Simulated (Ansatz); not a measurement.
Calculated with Ansatz (gas phase, PBE0-D4/def2-TZVP geometries, no zero-point term in ΔE). CCSD(T)/CBS is the MP2 limit (def2-TZVPP, def2-QZVPP) plus CCSD(T) − MP2 in def2-TZVPP, frozen cores. This one scheme is used for every species. Functionals use def2-TZVPP. For Br outer-core shells are correlated without core-valence functions, which leaves a few kJ/mol of doubt a bond. Scalar relativity is left out up to krypton. One conformer a species, not always the lowest.

Reaction (silylene formation by 1,1-elimination): `F[SiH2]C(Cl)Br` → `ClCBr` + `F[SiH]`

`F[SiH2]C(Cl)Br`:

Cartesian coordinates in Å:
```
F -0.130 0.995 1.904
Si -0.645 0.541 0.463
C 0.729 -0.409 -0.405
Cl 1.210 -1.841 0.501
Br -0.038 -0.849 -2.143
H -1.802 -0.361 0.623
H -0.948 1.756 -0.324
H 1.626 0.168 -0.619
```

`ClCBr`:

Cartesian coordinates in Å:
```
Cl -0.767 1.005 1.143
C -0.028 0.071 -0.147
Br 0.898 -1.501 0.482
H 0.703 0.692 -0.653
H -0.806 -0.266 -0.824
```

`F[SiH]`:

```xyz
3

F     0.729   -0.870    0.502
Si   -0.340    0.337    0.512
H    -0.389    0.533   -1.015
```

Q: Is it downhill or uphill in electronic energy at CCSD(T)/CBS, and by how much? (Estimate.)

A: Ansatz gave: Uphill: ΔE = +48.8 kcal/mol.

Q: What do these levels give: PBE-D4, r2SCAN-D4, PBE0-D4, ωB97X-V, ωB97M-V, r2SCAN, HF/def2-TZVPP, SCS-MP2/def2-TZVPP, CCSD/def2-TZVPP, CCSD(T)/def2-TZVPP, HF/CBS(def2), CCSD/CBS(def2)? (Best estimate.)

A: Computed: PBE-D4 47.5, r2SCAN-D4 52.6, PBE0-D4 50.1, ωB97X-V 49.7, ωB97M-V 46.4, r2SCAN 52.0, HF/def2-TZVPP 43.3, SCS-MP2/def2-TZVPP 48.7, CCSD/def2-TZVPP 46.1, CCSD(T)/def2-TZVPP 47.1, HF/CBS(def2) 43.2, CCSD/CBS(def2) 47.7 kcal/mol.

Largest T1 diagnostic among the species: 0.015.

The D4 term adds +4.2 kcal/mol with B3LYP and +2.2 kcal/mol with PBE0; it sums over pairs of atoms, weighted by their polarisabilities, and B3LYP, whose exchange is more repulsive, gets the larger term. From PBE to PBE0 (25 % exact exchange), in def2-TZVPP and without D4, ΔE moves by +3.0 kcal/mol.

B3LYP here is the variant with VWN-RPA as its local correlation; programs differ in this.
